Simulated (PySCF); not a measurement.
A run for PySCF: R-B3LYP/6-31G* on CHN (SMILES C#N).

```python
from pyscf import gto, scf, dft, mp
from pyscf.data.elements import chemcore

mol = gto.M(
    atom='''
    C     0.60170557    0.43741125    3.08901584
    N    -0.36523691   -0.17752207    3.11510102
    H     1.50155223    1.00943705    3.05390375
    ''',
    basis='6-31g*',
    cart=True,
    charge=0, spin=0, verbose=3, max_memory=1800)
mf = dft.RKS(mol, xc='b3lyp')
mf.conv_tol = 1e-8
mf.max_cycle = 100
mf.kernel()
if not mf.converged:
    mf = mf.newton().run(mf.mo_coeff, mf.mo_occ)
```

Program output:

```
converged SCF energy = -93.4223265896506
```

Self-consistency was reached.

Cost: very roughly 0.29 core-seconds.
